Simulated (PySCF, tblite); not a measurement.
Isomers of [C5H11P2]+ (charge +1). Computed with GFN2-xTB (tblite): harmonic, unscaled wavenumbers at the GFN2-xTB geometry, gas phase. Against measured fundamentals such values can be off by several per cent, at times by over 20. Modes of hydrogen on phosphorus can be 10 to 20 % off. One conformer each.

Electronic energies: PBE0/pcSseg-1 single points on the GFN2-xTB geometries (PySCF, gas phase).

```
            SMILES  electronic energy, lowest = 0 (kJ/mol)
  C#C[P@@H+](C)CPC                                   166.8
   C#CC[P@H+](P)CC                                   170.6
CC1=CC[P@@H+](P)C1                                     0.0
   C=C[PH+](C=C)CP                                   138.0
```

Q: How do GFN2-xTB zero-point energies change the relative energies?

A: 
```json
{"SMILES": "CC1=CC[P@@H+](P)C1", "ZPE (kJ/mol)": "367.8", "of it from modes above 1550 cm⁻¹": "194.6", "electronic (kJ/mol)": "0.0", "with ZPE, lowest = 0 (kJ/mol)": "0.0", "lowest mode (cm⁻¹)": "32", "rings": "1"}
{"SMILES": "C=C[PH+](C=C)CP", "ZPE (kJ/mol)": "358.2", "of it from modes above 1550 cm⁻¹": "207.2", "electronic (kJ/mol)": "138.0", "with ZPE, lowest = 0 (kJ/mol)": "128.5", "lowest mode (cm⁻¹)": "43", "rings": "0"}
{"SMILES": "C#C[P@@H+](C)CPC", "ZPE (kJ/mol)": "360.5", "of it from modes above 1550 cm⁻¹": "203.6", "electronic (kJ/mol)": "166.8", "with ZPE, lowest = 0 (kJ/mol)": "159.5", "lowest mode (cm⁻¹)": "34", "rings": "0"}
{"SMILES": "C#CC[P@H+](P)CC", "ZPE (kJ/mol)": "359.7", "of it from modes above 1550 cm⁻¹": "199.3", "electronic (kJ/mol)": "170.6", "with ZPE, lowest = 0 (kJ/mol)": "162.5", "lowest mode (cm⁻¹)": "43", "rings": "0"}
```

The zero-point energies span 9.6 kJ/mol, from `C=C[PH+](C=C)CP` to `CC1=CC[P@@H+](P)C1`. The order is unchanged.

Q: And how do the electronic energies of GFN2-xTB itself compare?

A: `CC1=CC[P@@H+](P)C1` 0.0; `C=C[PH+](C=C)CP` 204.1; `C#C[P@@H+](C)CPC` 201.0; `C#CC[P@H+](P)CC` 152.7 kJ/mol, lowest = 0. Against the energies above, taken from the same isomer `CC1=CC[P@@H+](P)C1`, the largest difference is 66.1 kJ/mol.

Q: What do entropy and thermal enthalpy add at 298.15 K and 1 bar (rigid rotor, harmonic oscillator, one conformer each)?

A: 
| SMILES | point group | symmetry number | S (J/(mol K)) | H − H(0) (kJ/mol) | ZPE + H − H(0) − TS (kJ/mol) |
| --- | --- | --- | --- | --- | --- |
| CC1=CC[P@@H+](P)C1 | C1 | 1 | 399.8 | 27.19 | 275.8 |
| C=C[PH+](C=C)CP | C1 | 1 | 432.6 | 30.65 | 259.9 |
| C#C[P@@H+](C)CPC | C1 | 1 | 437.7 | 31.74 | 261.7 |
| C#CC[P@H+](P)CC | C1 | 1 | 432.6 | 31.35 | 262.1 |
